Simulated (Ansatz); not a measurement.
# Worked example: SiH3Br + C3H8Si → SiH3(SiH3) + C3H5Br

Species: SiH3Br `[SiH3]Br`, singlet; C3H8Si (prop-2-enylsilane) `C=CC[SiH3]`, singlet; SiH3(SiH3), singlet; C3H5Br `C=CCBr`, singlet. The partners trade Br for SiH3: Si–Br and C–SiH3 bonds give way to Si–SiH3 and C–Br.

Shapes, held fixed at every level: PBE0-D4/def2-TZVP. Flexible molecules stand in one conformer, not always the lowest. Programs: Ansatz 0.2.0. Electronic energies: no zero-point or thermal term.

At CCSD(T)/def2-TZVPP; 1 Eh = 2625.50 kJ/mol:

| species | energy (Eh) |
| --- | --- |
| SiH3Br | -2863.596019 |
| C3H8Si | -407.934316 |
| SiH3(SiH3) | -581.690342 |
| C3H5Br | -2689.792905 |

Work out ΔE of the reaction at this level.


1. Products less reactants: (-581.690342) + (-2689.792905) − [(-2863.596019) + (-407.934316)] = 0.047088 Eh = +123.6 kJ/mol.

Other levels give +109.9 (PBE-D4/def2-TZVPP) to +136.7 kJ/mol (HF/def2-TZVPP). No measured value is set beside it here. Relativity is left out for Br unless named. Correlated rows may include outer-core shells of Br, which these sets cover unevenly.
